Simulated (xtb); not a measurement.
(1Z)-1-chloro-2-fluorobuta-1,3-diene (C4H4ClF), SMILES C(=C(/F)C=C)/Cl. All values are semi-empirical tight-binding results from xtb (GFN2-xTB unless named), good for trends rather than for accurate numbers. Geometry optimised at GFN2-xTB. One conformer was computed; it need not be the lowest.

Optimised geometry:

Bond lengths (Å): C1–C2 1.329, C1–H7 1.077, C1–H8 1.075, C2–C3 1.448, C2–H9 1.080, C3–F4 1.348, C3–C5 1.337, C5–Cl6 1.713, C5–H10 1.077. Bond angles (°): C2–C1–H7 121.4, C2–C1–H8 121.6, H7–C1–H8 117.0, C1–C2–C3 123.5, C1–C2–H9 121.6, C3–C2–H9 114.9, C2–C3–F4 115.6, C2–C3–C5 124.5, F4–C3–C5 119.9, C3–C5–Cl6 123.7, C3–C5–H10 121.1, Cl6–C5–H10 115.2.

```yaml
point_group_as_xtb_finds_it: Cs
orbital_gap: 3.29 eV
dipole_moment: 2.62 D
zero_point_energy: 41.4 kcal/mol
G − E(el) at 298.15 K (modified RRHO): 22.0 kcal/mol
static polarisability (D4 model): 63.1 bohr³
solvation energy, GFN2-xTB/ALPB(water): -2.9 kcal/mol
solvation energy, GFN2-xTB/ALPB(toluene): -4.7 kcal/mol
```

Computed atomic charges and the Wiberg bond orders between heavy atoms:
charges (e) C1 -0.07, C2 -0.04, C3 0.16, F4 -0.20, C5 0.02, Cl6 -0.12, H7 0.07, H8 0.06, H9 0.05, H10 0.08. Bond orders C1–C2 1.88, C2–C3 1.10, C3–F4 0.97, C3–C5 1.72, C5–Cl6 1.02.
